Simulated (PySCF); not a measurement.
Al⁺: ionisation energy

Al⁺ [Ne] 3s2 (1S) → Al²⁺ [Ne] 3s1 (2S), as a difference of total energies. Calculation: PySCF 2.14, in x2c-TZVPPall; the spin-free X2C one-electron Hamiltonian (Gaussian nucleus). Correlated levels: valence and next inner shell: 1s2 frozen. The calculations carry no spin-orbit coupling.

Order these methods by the ionisation energy they give, lowest first.
A. SCS-MP2 (valence and next inner shell)
B. CCSD(T) (valence and next inner shell)
C. CCSD (valence and next inner shell)
D. MP2 (valence and next inner shell)

D (18.492 eV), A (18.601 eV), C (18.719 eV), B (18.749 eV).

Errors of the correlated levels include the incompleteness of this basis and the frozen core.

For comparison: 18.829 eV (measured; NIST Atomic Spectra Database, ionization energies).
